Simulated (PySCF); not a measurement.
C3H9FOSi, SMILES COC[Si@H](C)F. The structure is a stationary point at PBE-D3(BJ)/def2-SVP. The structure was generated by enumeration; whether it is a known compound was not checked. The values are those of a single conformer.

Computed equilibrium geometry at PBE-D3(BJ)/def2-SVP (PySCF confirms it by a frequency run) as bond lengths and angles (one conformer of several):
Atoms: C1 O2 C3 Si4 C5 F6 H7 H8 H9 H10 H11 H12 H13 H14 H15. Bonds (Å): C1–O2 1.408, C1–H7 1.118, C1–H8 1.108, C1–H9 1.118, O2–C3 1.415, C3–Si4 1.896, C3–H10 1.121, C3–H11 1.123, Si4–C5 1.868, Si4–F6 1.648, Si4–H12 1.505, C5–H13 1.108, C5–H14 1.108, C5–H15 1.110. Bond angles (°): O2–C1–H7 112.0, O2–C1–H8 107.8, O2–C1–H9 112.0, H7–C1–H8 108.6, H7–C1–H9 107.6, H8–C1–H9 108.7, C1–O2–C3 113.2, O2–C3–Si4 108.4, O2–C3–H10 111.9, O2–C3–H11 111.7, Si4–C3–H10 110.2, Si4–C3–H11 109.2, H10–C3–H11 105.6, C3–Si4–C5 109.9, C3–Si4–F6 108.8, C3–Si4–H12 108.8, C5–Si4–F6 109.1, C5–Si4–H12 113.4, F6–Si4–H12 106.6, Si4–C5–H13 112.1, Si4–C5–H14 108.8, Si4–C5–H15 110.3, H13–C5–H14 109.2, H13–C5–H15 108.4, H14–C5–H15 107.9.
